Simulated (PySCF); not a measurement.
[Nd(PH3)]3+ at several levels of theory

Computed with PySCF 2.14.0 (density fitting, no spin-orbit coupling) at the geometry relaxed with TPSS:

```xyz
5
[Nd(PH3)]3+ (singlet in the valence; each metal's 4f electrons, 3 of them, lie in its core potential, out of spins and levels)
Nd    0.0000    0.0000   -0.5012
P     0.0000    0.0000    2.5196
H     1.3259    0.0000    3.0448
H    -0.6629    1.1482    3.0448
H    -0.6629   -1.1482    3.0448
```

```csv
level,basis,state,HOMO (eV),gap (eV),charge on Nd1 (e),population of f-type functions on Nd1 (polarisation alone where 4f lies in the core),dipole about the centre of mass (D),largest force component (eV/Å)
TPSS,"Nd lcecp-1-SVP with ECP49, P def2-SVP, H def2-SVP",singlet,-22.88,2.62,2.30,0.01,2.23,0.00
TPSS,"Nd lcecp-1-TZVP with ECP49, P def2-TZVP, H def2-TZVP",singlet,-22.74,2.52,2.35,0.01,2.33,0.18
```

In the lcecp rows the 4f levels are missing from HOMO and gap, and the state counts the valence alone.

Charges are Mulliken's, which hang on the basis. The relaxation used the grid (50, 194), these runs (75, 302) or, all-electron (x2c bases, spin-free X2C Hamiltonian), (99, 590).

Problem. Order these levels, in the first row's basis, by the HOMO–LUMO gap they give here, smallest first.
A. TPSSh
B. BP86
C. B3LYP
D. PBE

Solution. D (2.37 eV), B (2.53 eV), A (3.37 eV), C (3.72 eV).

Problem. And their other results?

Solution. 
| level | state | HOMO (eV) | gap (eV) | charge on Nd1 (e) | population of f-type functions on Nd1 (polarisation alone where 4f lies in the core) | dipole about the centre of mass (D) | largest force component (eV/Å) |
| --- | --- | --- | --- | --- | --- | --- | --- |
| TPSSh | singlet | -23.25 | 3.37 | 2.32 | 0.01 | 2.04 | 0.07 |
| B3LYP | singlet | -23.56 | 3.72 | 2.28 | 0.01 | 2.14 | 0.05 |
| BP86 | singlet | -22.91 | 2.53 | 2.27 | 0.01 | 2.57 | 0.33 |
| PBE | singlet | -22.82 | 2.37 | 2.26 | 0.01 | 2.62 | 0.38 |

In the first row's basis the gap widens with exact exchange: 2.4 to 2.6 eV for PBE, BP86, TPSS (none); 3.4 to 3.7 eV for TPSSh, B3LYP (a fixed share).

No frequency check is given that shows the relaxed geometry to be a minimum. An lcecp potential fixes the number of 4f electrons, so in runs with it no electron can move into or out of that shell.
